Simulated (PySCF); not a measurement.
# Electronic absorption of C6H8O2

Species: C6H8O2.
SMILES: `C=C/C=C/OC(C)=O`

Computed with TDDFT CAM-B3LYP/def2-SVPD, vertical, gas phase, core orbitals frozen in the response in PySCF. The structure is a single PBE0-D3(BJ)/def2-SVP conformer in the gas phase; no vibrational or solvent corrections. Torsions of this conformer, `[CH2:1]=[CH:2]/[CH:3]=[CH:4]/[O:5][C:6]([CH3:7])=[O:8]`: C1–C2–C3–C4 180°, C3–C4–O5–C6 180°, C4–O5–C6–C7 180°.

```
state  E (eV)  E (kJ/mol)  λ (nm)       f  main configurations (H = HOMO, L = LUMO)
   S1    5.40         521   229.6   0.930                                 H→L (97%)
   S2    5.81         561   213.3  0.0009                H-1→L (55%), H-1→L+2 (42%)
   S3    6.53         630   189.9  0.0002                  H→L+1 (50%), H→L+3 (42%)
   S4    6.67         644   185.8   0.045                               H→L+2 (93%)
   S5    6.74         650   184.1  0.0000                               H→L+4 (90%)
   S6    6.91         667   179.5   0.032     H→L+3 (48%), H→L+1 (30%), H→L+5 (11%)
   S7    7.12         687   174.1  0.0000                  H→L+6 (85%), H-2→L (11%)
   S8    7.66         739   161.8  0.0050   H-3→L (51%), H-1→L+2 (10%), H→L+5 (10%)
   S9    7.68         741   161.4  0.0077     H→L+5 (39%), H→L+7 (17%), H-3→L (13%)
  S10    7.73         746   160.3  0.0029                  H-2→L (81%), H→L+6 (10%)
```

Triplets, Tamm–Dancoff:

```json
{"state": "T1", "E (eV)": "3.04", "λ (nm)": "407.5", "main configurations (H = HOMO, L = LUMO)": "H→L (85%), H→L+2 (9%)"}
{"state": "T2", "E (eV)": "4.90", "λ (nm)": "252.9", "main configurations (H = HOMO, L = LUMO)": "H-2→L (38%), H→L+6 (37%), H→L+2 (12%)"}
{"state": "T3", "E (eV)": "5.32", "λ (nm)": "233.2", "main configurations (H = HOMO, L = LUMO)": "H-1→L (48%), H-1→L+2 (47%)"}
{"state": "T4", "E (eV)": "5.78", "λ (nm)": "214.6", "main configurations (H = HOMO, L = LUMO)": "H→L+2 (49%), H-2→L+2 (13%), H→L+6 (10%)"}
```

The lowest singlet comes at 230 nm (521 kJ/mol) in the ultraviolet; it is strong; its leading configuration is HOMO→LUMO (97%). The lowest level is also the most intense of those listed (f = 0.930). Löwdin shares by element: HOMO carbon 78% or more (atoms not listed hold the other 22%); LUMO carbon 61% or more (atoms not listed hold the other 39%). Of the 10 states listed, 3 reach f = 0.01 and 3 stay under 0.0005. The listed states span 2.33 eV, and the widest gap between neighbours is 0.72 eV (S2 to S3). Weighted by f, the mean energy of these states is 5.54 eV. All these states lie below the vertical ionisation energy of 8.47 eV (ΔSCF). The window holds the lowest 10 singlets.

The run took 2.0 min of wall time on one thread of an x86-64 server, no GPU, on a shared host.
